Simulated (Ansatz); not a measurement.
`C[O][Mg][F]` + `CNC` → `C[N](C)[Mg][F]` + CH₃OH at 400 K and 1 bar (ligand exchange at a Mg–O bond).

Computed with Ansatz on PBE0-D4/def2-TZVP structures; ΔE is electronic, products minus reactants. CCSD(T)/CBS adds triple-zeta CCSD(T) − MP2 to the extrapolated MP2 energy (def2 sets, frozen cores). This one scheme is used for every species. For Mg outer-core shells are correlated without core-valence functions, which leaves a few kJ/mol of doubt a bond. Each species was taken in one conformer, which may not be the lowest.

| species | CCSD(T)/CBS energy (Eh) | H − E (kJ/mol) | S (J/(mol·K)) |
| --- | --- | --- | --- |
| `C[O][Mg][F]` | -414.81589 | 139.9 | 334.7 |
| `CNC` | -135.00321 | 264.6 | 293.2 |
| `C[N](C)[Mg][F]` | -434.17400 | 250.6 | 377.6 |
| CH₃OH | -115.61712 | 151.2 | 252.6 |

H − E and S are ideal-gas, rigid-rotor, harmonic terms from PBE0-D4/def2-TZVP, for one conformer and one mirror image of each species. 1 Eh = 2625.50 kJ/mol, R = 8.31446 J/(mol·K).

Problem. By hand: ΔE, ΔH, ΔS and ΔG.

Solution. ΔE = (-434.17400) + (-115.61712) − (-414.81589) − (-135.00321) = 0.02798 Eh = 73.5 kJ/mol. Δ(H − E) = 250.6 + 151.2 − 139.9 − 264.6 = -2.7, so ΔH = 70.8 kJ/mol. ΔS = 377.6 + 252.6 − 334.7 − 293.2 = 2.3 J/(mol·K). ΔG = 70.8 − 400 × (2.3)/1000 = 69.9 kJ/mol.

Problem. By hand: the equilibrium constant, and the temperature at which ΔG would vanish if ΔH and ΔS stayed fixed.

Solution. log₁₀ K = −ΔG/(RT ln 10) = -9.1. ΔG = 0 at ΔH/ΔS = 30783 K, far beyond where these terms or the molecules hold.

The number of gas molecules stays the same, so ΔS is small and ΔH decides. A doubt of 5 kJ/mol in ΔE shifts log₁₀ K by 0.7 here. Other conformers and mirror images would add mixing entropy, several J/(mol·K) or more a flexible species. These are equilibria of isolated gas molecules and say nothing of rates. Largest T1 diagnostic: 0.012 (customary marks: 0.02 for closed shells, 0.045 for open ones).
